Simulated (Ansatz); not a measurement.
Molecule: CH4BO2, net charge 0, doublet state. It need not be the lowest isomer of its formula. 
Structure (B3LYP-D3(BJ)/def2-TZVP (Ansatz, an electronic-structure program) minimum search):
```xyz
8

C      1.3854    -0.6544     0.0134
B     -0.0010     0.0148     0.0055
O     -1.1450    -0.6042    -0.4489
O     -0.1181     1.2959     0.4729
H      2.2644    -0.1372     0.3784
H      1.5649    -1.6645    -0.3386
H     -1.0075    -1.5006    -0.7654
H     -1.0240     1.6218     0.4252
```
Charge 0, spin multiplicity 2.

Dipole moments at this geometry, in debye (magnitudes).

```tsv
level	program	dipole (D)
SVWN5/def2-TZVPD	Ansatz	1.46
BLYP/def2-TZVPD	Ansatz	1.43
revPBE/def2-TZVPD	Ansatz	1.41
r2SCAN/def2-TZVPD	Ansatz	1.47
B3LYP/def2-TZVPD	Ansatz	1.50
PBE0/def2-TZVPD	Ansatz	?
r2SCANh/def2-TZVPD	Ansatz	1.49
r2SCAN0/def2-TZVPD	Ansatz	1.53
HSE06/def2-TZVPD	Ansatz	1.50
CAM-B3LYP/def2-TZVPD	Ansatz	1.54
LC-wPBE/def2-TZVPD	Ansatz	1.55
wB97M-V/def2-TZVPD	Ansatz	1.51
wB97X-V/def2-TZVPD	Ansatz	1.53
CCSD(T)/aug-cc-pVDZ	Ansatz	?
```

### Question
What belongs in the gaps?

### Answer

- PBE0/def2-TZVPD, dipole (D): 1.50
- CCSD(T)/aug-cc-pVDZ, dipole (D): 1.49
